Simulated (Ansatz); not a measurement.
Relaxation of BClFH₄P (8 atoms, charge 0, multiplicity 1), to a largest force component of 0.03 eV/Å in at most 50 steps.

All numbers below come from Ansatz, RKS PBE0-D4/6-31G*.

```xyz
8
Properties=species:S:1:pos:R:3
B -0.108 -0.634 -0.298
H 0.109 0.349 1.881
F 1.042 0.012 -0.375
Cl -1.514 0.135 -1.030
P -0.344 -2.303 0.615
H -0.784 -3.032 -0.522
H 1.010 -2.734 0.558
H -0.156 -0.221 2.209
```

Q: Where does it end, and by what steps?

A: The run converged. The force dipped under the threshold on the way, but the program's further checks kept it going. After 32 steps the energy has fallen by 0.209 eV; H8 moved furthest, 1.22 Å.

```tsv
step	energy less start (eV)	largest force component (eV/Å)	accepted
0	0.0000	1.294	yes
2	-0.1606	0.332	yes
4	-0.1806	0.416	yes
6	-0.1956	0.388	yes
8	-0.1997	0.102	yes
10	-0.2022	0.045	yes
12	-0.2018	0.279	no
14	-0.2038	0.106	yes
16	-0.2050	0.052	yes
18	-0.2057	0.129	yes
20	-0.2063	0.052	yes
22	-0.2050	0.209	no
24	-0.2067	0.237	no
26	-0.2077	0.115	yes
28	-0.2081	0.066	yes
30	-0.2087	0.064	yes
32	-0.2090	0.021	yes
```

```xyz
8
Properties=species:S:1:pos:R:3
B -0.312 -0.765 -0.554
H 0.433 0.487 2.438
F 0.557 0.122 -0.104
Cl -1.386 -0.265 -1.855
P -0.503 -2.463 0.314
H -0.676 -3.248 -0.851
H 0.880 -2.723 0.491
H 0.260 0.426 3.159
```

Whether the end is a true minimum wasn't checked by a vibrational analysis.

The run took 110 s on 1 thread of Arm Neoverse V1, on a shared host, peak memory 0.14 GiB.
